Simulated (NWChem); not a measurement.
GaF, singlet; SMILES [F][Ga]

```xyz
2

Ga     0.0000     0.0000    -0.3948
F      0.0000     0.0000     1.3843
```
Atoms are numbered in this order, from 1.

Low-valent species are run as closed-shell singlets; no triplet was tried in these runs. All runs use the structure optimised with PBE0/def2-SVP.

 States above −ε(HOMO) = 6.9 eV lie in this functional's continuum and hang on the basis.

Question: List the 6 lowest vertical singlet excitations and the 6 lowest triplet ones from PBE/def2-SVPD, TDA (NWChem).

Answer: 
```json
[
 {"state": "S1", "energy (eV)": "5.77", "oscillator strength": "0.269", "leading excitation (squared amplitude)": "HOMO → LUMO (0.90)"},
 {"state": "S2", "energy (eV)": "5.77", "oscillator strength": "0.269", "leading excitation (squared amplitude)": "HOMO → LUMO+1 (0.90)"},
 {"state": "S3", "energy (eV)": "6.60", "oscillator strength": "0.000", "leading excitation (squared amplitude)": "HOMO−2 → LUMO+1 (0.49)"},
 {"state": "S4", "energy (eV)": "6.69", "oscillator strength": "0.000", "leading excitation (squared amplitude)": "HOMO−2 → LUMO (0.35)"},
 {"state": "S5", "energy (eV)": "6.69", "oscillator strength": "0.000", "leading excitation (squared amplitude)": "HOMO−2 → LUMO+1 (0.35)"},
 {"state": "S6", "energy (eV)": "7.18", "oscillator strength": "0.124", "leading excitation (squared amplitude)": "HOMO → LUMO+2 (0.54)"},
 {"state": "T1", "energy (eV)": "3.92", "oscillator strength": "spin-forbidden", "leading excitation (squared amplitude)": "HOMO → LUMO (0.98)"},
 {"state": "T2", "energy (eV)": "3.92", "oscillator strength": "spin-forbidden", "leading excitation (squared amplitude)": "HOMO → LUMO+1 (0.98)"},
 {"state": "T3", "energy (eV)": "6.16", "oscillator strength": "spin-forbidden", "leading excitation (squared amplitude)": "HOMO → LUMO+2 (0.90)"},
 {"state": "T4", "energy (eV)": "6.30", "oscillator strength": "spin-forbidden", "leading excitation (squared amplitude)": "HOMO−2 → LUMO (0.44)"},
 {"state": "T5", "energy (eV)": "6.40", "oscillator strength": "spin-forbidden", "leading excitation (squared amplitude)": "HOMO−2 → LUMO (0.35)"},
 {"state": "T6", "energy (eV)": "6.40", "oscillator strength": "spin-forbidden", "leading excitation (squared amplitude)": "HOMO−2 → LUMO+1 (0.35)"}
]
```
